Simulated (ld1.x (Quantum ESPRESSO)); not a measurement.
# What one change does to a pseudopotential (tantalum (Ta), ultrasoft)

```json
{"Element": "Ta (Z = 73)", "Generator": "ld1.x (Quantum ESPRESSO) 7.5", "Type": "ultrasoft", "Functional": "PBE", "Relativity": "scalar-relativistic", "Frozen core": "[Xe] 4f14", "Valence charge": "5", "Reference configuration": "5d3 6s1 6p0 (charge +1)", "Partial waves": "6s (bound): rcut 1.90, rcutus 2.60 bohr; 6s channel at 1.2 Ry: rcut 1.90, rcutus 2.60 bohr; 6p (bound, empty): rcut 2.55, rcutus 2.95 bohr; 6p channel at 4.4 Ry: rcut 2.55, rcutus 2.95 bohr; 5d (bound): rcut 2.15, rcutus 2.90 bohr; 5d channel at -0.35 Ry: rcut 2.15, rcutus 2.90 bohr", "Local potential": "all-electron potential smoothed inside 2.60 bohr (lloc = -1)", "Core correction": "none", "Augmentation charge": "built from norm-conserving waves at rcut, not smoothed further"}
```

All-electron outer shells of the reference configuration (PBE, scalar-relativistic, ld1.x):

| shell | level (eV) | outermost node (bohr) | outermost maximum (bohr) |
| --- | --- | --- | --- |
| 4f | -31.91 | – | 0.44 |
| 6s | -11.62 | 1.32 | 2.68 |
| 5d | -10.49 | 0.65 | 1.56 |
| 6p | -6.61 | 1.58 | 3.48 |

Change: type RRKJ; waves now 6s (bound): rc 2.60 bohr; 6p (bound): rc 2.95 bohr; 5d (bound): rc 2.90 bohr; local potential all-electron potential smoothed inside 2.05 bohr (lloc = -2); rho0 0.02.

Cutoffs: the cutoffs (Ry, on a coarse ladder) from which the occupation-weighted sum of valence levels, in a spherical-Bessel basis at the reference potential, stays within 10 and 1 mRy of its value at 400 Ry; they do not see the model core or the augmentation charge, which bear on the density cutoff. Errors are all-electron minus pseudo energies relative to the spin-unpolarised reference configuration.

Question: What does the change do?

Answer: The potential gets harder (12 Ry and 15 Ry → 18 Ry and 25 Ry); the bound ghosts move from p to s; of the 7 tests that both files solve, the error grows in 3 and shrinks in 3 by more than 15 % and 0.3 meV (median size 139.8 → 173.9 meV); the range in which the s phases agree narrows (upper end 1.6 → -0.6); the range in which the d phases agree narrows (upper end at the end of the scan → 0.7). Several settings change at once here, so the effects cannot be laid on one of them.

```tsv
quantity	base	changed
cutoff, loose	12 Ry	18 Ry
cutoff, tight	15 Ry	25 Ry
loose cutoff by channel (10 mRy a level)	s 6 Ry, d 10 Ry	s 18 Ry, d 18 Ry
bound ghosts	p	s
error for 5d3 6s2 6p0, meV [ΔE -8.47 eV]	+53	+39
error for 5d3 6s0 6p0, meV [ΔE 14.97 eV]	+140	+78
error for 5d2 6s0 6p0, meV [ΔE 38.58 eV]	+185	+174
error for 5d4 6s0 6p0, meV [ΔE 1.43 eV]	+98	+56
error for 5d2 6s2 6p1, meV [ΔE -5.48 eV]	+138	+572
error for 5d1 6s0 6p0, meV [ΔE 73.62 eV]	+395	+683
error for 5d2 6s2 6p0, meV [ΔE -0.79 eV]	+144	+712
s: phases at 3.21 bohr within 0.05 rad from the reference energy up to (Ry; the scan ends near 5)	1.6	-0.6
p: phases at 3.21 bohr within 0.05 rad from the reference energy up to (Ry; the scan ends near 5)	0.8	-0.0
d: phases at 3.21 bohr within 0.05 rad from the reference energy up to (Ry; the scan ends near 5)	to the end of the scan	0.7
```

Changed file: These tests converged, but a pseudo level misses the all-electron one widely, so the file describes the atom poorly there or has found another state: 5d1 6s0 6p0: empty 6s by 6.6 eV. A true bound ghost makes a file unfit for plane-wave use even where its test errors are small: the radial tests pick states by their node count and pass the ghost by.
